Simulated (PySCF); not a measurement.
```xyz
3
charge 0 multiplicity 3, angstrom
Te    0.0000    0.0000   -1.5852
Pt    1.3258    0.0000    0.5285
Pt   -1.3258    0.0000    0.5285
```

Computed with UPBE in PySCF with Te def2-SVP with ECP28, Pt def2-SVP with ECP60; scalar-relativistic core potentials, no spin–orbit coupling; density-fitted integrals.

This geometry of Pt2Te is a stationary point at this level.

(1) What is the point group?

(2) Is it a minimum?

(3) Which band is strongest in the infrared?

(4) What are the dipole moment and the gap between the highest occupied and lowest empty levels of either spin?

(5) Give the ideal-gas entropy at 298.15 K and 1 bar by parts.

Results:

(1) C2v.

(2) Yes: all harmonic wavenumbers are real.

(3) 170 cm⁻¹ (b2), 0 km/mol.

(4) 0.13 D and 0.40 eV.

(5) translation 186.8, rotation 124.4, vibration 30.7, spin 9.1; total 351.0 J/(mol K).

Other isomers or separated fragments may lie lower. Other spin states or occupations of the open shell can lie lower. With an element this heavy the missing spin–orbit coupling can shift these numbers.
